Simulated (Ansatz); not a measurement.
C5H6, SMILES `C#CC(=C)C` (charge 0, multiplicity 1).

Computed with LDA/cc-pVTZ // B3LYP-D3(BJ)/def2-TZVP (Ansatz, a first-principles code).

Ansatz 0.2 input:
```yaml
crystal:
  periodic: [false, false, false]
  atoms:
    - { symbol: C, position_ang: [2.269467, -0.348437, -0.86584] }
    - { symbol: C, position_ang: [1.150978, -0.30159, -0.426076] }
    - { symbol: C, position_ang: [-0.175022, -0.184535, 0.088838] }
    - { symbol: C, position_ang: [-0.861446, -1.264312, 0.47486] }
    - { symbol: C, position_ang: [-0.733558, 1.212923, 0.164664] }
    - { symbol: H, position_ang: [3.256963, -0.406112, -1.252392] }
    - { symbol: H, position_ang: [-1.866691, -1.172, 0.86482] }
    - { symbol: H, position_ang: [-0.436581, -2.256187, 0.409912] }
    - { symbol: H, position_ang: [-0.752327, 1.672823, -0.825702] }
    - { symbol: H, position_ang: [-1.745489, 1.204513, 0.567959] }
    - { symbol: H, position_ang: [-0.106292, 1.842916, 0.798957] }
basis:
  gaussian: { orbitals: cc-pVTZ }
hamiltonian:
  xc: lda
```

Output:

```
Functional definition: SPW92
1180 factors; their error is unknown
mean field evaluation 1: about -5217.8851 eV, gradient 7.8e1 eV
mean field evaluation 2: about -5202.7804 eV, gradient 1.1e2 eV
mean field evaluation 4: about -5231.9949 eV, gradient 1.6e1 eV
mean field evaluation 8: about -5232.5893 eV, gradient 1.1e-1 eV
mean field evaluation 16: about -5232.5671 eV, gradient 2.5e-4 eV
mean field -5232.56708027 eV, -192.2932934385 hartree, gradient 2.4e-5 eV, S^2 0.000000; 0 other end points of the search recorded, 0 dependent functions left out
reference -5232.56711572 eV, -192.2932947415 hartree; 18, 18 occupied and 216, 216 virtual orbitals, 1180 factors
Total energy: -5232.56711572 eV, -192.2932947415 hartree
```
